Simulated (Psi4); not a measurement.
C6H7, doublet, at a GFN2-xTB geometry; Psi4 with TPSS/def2-SV(P).

Input for Psi4:
```
memory 2 GB

molecule {
0 2
C     0.59737945   -1.24389983    0.41187351
C    -0.70921307   -1.22109538    0.37144964
C    -1.34691956   -0.03052701   -0.34401669
C    -0.53102724    1.22857817   -0.03894115
C     0.94446374    1.00106497   -0.20884067
C     1.47466367   -0.21626225   -0.02343146
H    -1.35570751   -1.98796207    0.76434104
H    -1.35155429   -0.22507356   -1.42182816
H    -2.37834346    0.09260023   -0.01297965
H    -0.85794667    2.04366425   -0.68752766
H    -0.71554194    1.53865714    0.99803166
H     1.55861705    1.84897702   -0.47555728
H     2.52439470   -0.41801511   -0.17303913
}

set {
  basis def2-sv(p)
  reference uks
  df_basis_scf cc-pvqz-jkfit
}

energy('tpss')
print_variables()
```

### Question
Write the output that Psi4 gives for this input, abridged.

### Answer

```
   => Loading Basis Set <=

    Name: DEF2-SV(P)
    Role: ORBITAL
    Keyword: BASIS

         ---------------------------------------------------------
                                   SCF
               by Justin Turney, Rob Parrish, Andy Simmonett
                          and Daniel G. A. Smith
                              UKS Reference
         ---------------------------------------------------------

  ==> Geometry <==

    Molecular point group: c1
    Full point group: C1

    Geometry (in Angstrom), charge = 0, multiplicity = 2:

       Center              X                  Y                   Z               Mass
    ------------   -----------------  -----------------  -----------------  -----------------
         C            0.565048400711    -1.207593213180     0.399215615913    12.000000000000
         C           -0.741544119289    -1.184788763180     0.358791745913    12.000000000000
         C           -1.379250609289     0.005779606820    -0.356674584087    12.000000000000
         C           -0.563358289289     1.264884786820    -0.051599044087    12.000000000000
         C            0.912132690711     1.037371586820    -0.221498564087    12.000000000000
         C            1.442332620711    -0.179955633180    -0.036089354087    12.000000000000
         H           -1.388038559289    -1.951655453180     0.751683145913     1.007825032230
         H           -1.383885339289    -0.188766943180    -1.434486054087     1.007825032230
         H           -2.410674509289     0.128906846820    -0.025637544087     1.007825032230
         H           -0.890277719289     2.079970866820    -0.700185554087     1.007825032230
         H           -0.747872989289     1.574963756820     0.985373765913     1.007825032230
         H            1.526286000711     1.885283636820    -0.488215174087     1.007825032230
         H            2.492063650711    -0.381708493180    -0.185697024087     1.007825032230

  Running in c1 symmetry.

  Rotational constants: A =      0.18698  B =      0.16989  C =      0.09539 [cm^-1]
  Rotational constants: A =   5605.45217  B =   5093.27041  C =   2859.81836 [MHz]
  Nuclear repulsion =  211.460305805249220

  Charge       = 0
  Multiplicity = 2
  Electrons    = 43
  Nalpha       = 22
  Nbeta        = 21

  ==> Algorithm <==

  SCF Algorithm Type is DF.
  DIIS enabled.
  MOM disabled.
  Fractional occupation disabled.
  Guess Type is SAD.
  Energy threshold   = 1.00e-06
  Density threshold  = 1.00e-06
  Integral threshold = 1.00e-12

  ==> Primary Basis <==

  Basis Set: DEF2-SV(P)
    Blend: DEF2-SV(P)
    Number of shells: 50
    Number of basis functions: 98
    Number of Cartesian functions: 104
    Spherical Harmonics?: true
    Max angular momentum: 2

  ==> DFT Potential <==

   => LibXC <=

    Version 7.1.2
    S. Lehtola, C. Steigemann, M. J. T. Oliveira, and M. A. L. Marques,  SoftwareX 7, 1–5 (2018) (10.1016/j.softx.2017.11.002)

   => Composite Functional: TPSS <=

    TPSS Meta-GGA XC Functional

    J. Tao, et al., Phys. Rev. Lett., 91, 146401, 2003

    Deriv               =              1
    GGA                 =           TRUE
    Meta                =           TRUE

    Exchange Hybrid     =          FALSE
    MP2 Hybrid          =          FALSE

   => Exchange Functionals <=

    1.0000   XC_MGGA_X_TPSS

   => Correlation Functionals <=

    1.0000   XC_MGGA_C_TPSS

   => LibXC Density Thresholds  <==

    XC_MGGA_C_TPSS:  1.00E-15
    XC_MGGA_X_TPSS:  1.00E-15

   => Molecular Quadrature <=

    Radial Scheme          =       TREUTLER
    Pruning Scheme         =           NONE
    Nuclear Scheme         =       TREUTLER

    Blocking Scheme        =         OCTREE
    BS radius alpha        =              1
    Pruning alpha          =              1
    Radial Points          =             75
    Spherical Points       =            302
    Total Points           =         274359
    Total Blocks           =           2047
[...]
    Irrep   Nso     Nmo
   -------------------------
     A         98      98
   -------------------------
    Total      98      98
   -------------------------

  ==> Iterations <==

                           Total Energy        Delta E     RMS |[F,P]|

   @DF-UKS iter SAD:  -232.23581340855438   -2.32236e+02   0.00000e+00
   @DF-UKS iter   1:  -232.08503624374436    1.50777e-01   9.41758e-03 ADIIS/DIIS
   @DF-UKS iter   2:  -231.62223510818046    4.62801e-01   1.32999e-02 ADIIS/DIIS
   @DF-UKS iter   3:  -232.58490349841691   -9.62668e-01   1.51714e-03 ADIIS/DIIS
   @DF-UKS iter   4:  -232.58410796859090    7.95530e-04   1.55197e-03 ADIIS/DIIS
   @DF-UKS iter   5:  -232.59743181971962   -1.33239e-02   2.87353e-04 ADIIS/DIIS
   @DF-UKS iter   6:  -232.59784441658798   -4.12597e-04   8.63496e-05 DIIS
   @DF-UKS iter   7:  -232.59788939923439   -4.49826e-05   2.57841e-05 DIIS
   @DF-UKS iter   8:  -232.59789723609407   -7.83686e-06   3.14684e-05 DIIS
   @DF-UKS iter   9:  -232.59790565023690   -8.41414e-06   9.81341e-06 DIIS
   @DF-UKS iter  10:  -232.59790853507951   -2.88484e-06   4.66662e-06 DIIS
   @DF-UKS iter  11:  -232.59790879976637   -2.64687e-07   2.10028e-06 DIIS
   @DF-UKS iter  12:  -232.59790887004857   -7.02822e-08   7.03358e-07 DIIS
  Energy and wave function converged.

  ==> Post-Iterations <==

   Electrons on quadrature grid:
      Nalpha   =   21.9999809277 ; deviation = -1.907e-05
      Nbeta    =   20.9999773054 ; deviation = -2.269e-05
      Ntotal   =   42.9999582331 ; deviation = -4.177e-05

   @Spin Contamination Metric:   1.611890115E-02
   @S^2 Expected:                7.500000000E-01
   @S^2 Observed:                7.661189011E-01
   @S   Expected:                5.000000000E-01
   @S   Observed:                5.000000000E-01

    Orbital Energies [Eh]
    ---------------------

    Alpha Occupied:

[...]
      22A     -0.187984

    Alpha Virtual:

[...]
      98A      3.114277

    Beta Occupied:

[...]
    Beta Virtual:

[...]
    Final Occupation by Irrep:
              A
    DOCC [    21 ]
    SOCC [     1 ]
    NA   [    22 ]
    NB   [    21 ]

  @DF-UKS Final Energy:  -232.59790887004857

   => Energetics <=

    Nuclear Repulsion Energy =            211.4603058052492202
    One-Electron Energy =                -730.2601365604072043
    Two-Electron Energy =                 321.3980823543552106
    DFT Exchange-Correlation Energy =     -35.1961604692458607
    Empirical Dispersion Energy =           0.0000000000000000
    VV10 Nonlocal Energy =                  0.0000000000000000
    Total Energy =                       -232.5979088700485704

  UHF NO Occupations:
  HONO-2 :   20  A 1.9989339
  HONO-1 :   21  A 1.9938338
  HONO-0 :   22  A 1.0000000
  LUNO+0 :   23  A 0.0061662
  LUNO+1 :   24  A 0.0010661
  LUNO+2 :   25  A 0.0004194
  LUNO+3 :   26  A 0.0001636

Computation Completed

Properties will be evaluated at   0.000000,   0.000000,   0.000000 [a0]

Properties computed using the SCF density matrix

 Multipole Moments:

 ------------------------------------------------------------------------------------
     Multipole            Electronic (a.u.)      Nuclear  (a.u.)        Total (a.u.)
 ------------------------------------------------------------------------------------

 L = 1.  Multiply by 2.5417464519 to convert [e a0] to [Debye]
 Dipole X            :          2.3963324           -2.6271640           -0.2308315
 Dipole Y            :         -2.5159455            2.9502110            0.4342656
 Dipole Z            :          0.8727676           -1.0285582           -0.1557906
 Magnitude           :                                                    0.5158880

 ------------------------------------------------------------------------------------

  Variable Map:
  ----------------------------------------------------------------------------
[...]
  Array Variable Map:
  ----------------------------------------------------------------------------
[...]
[...]
```
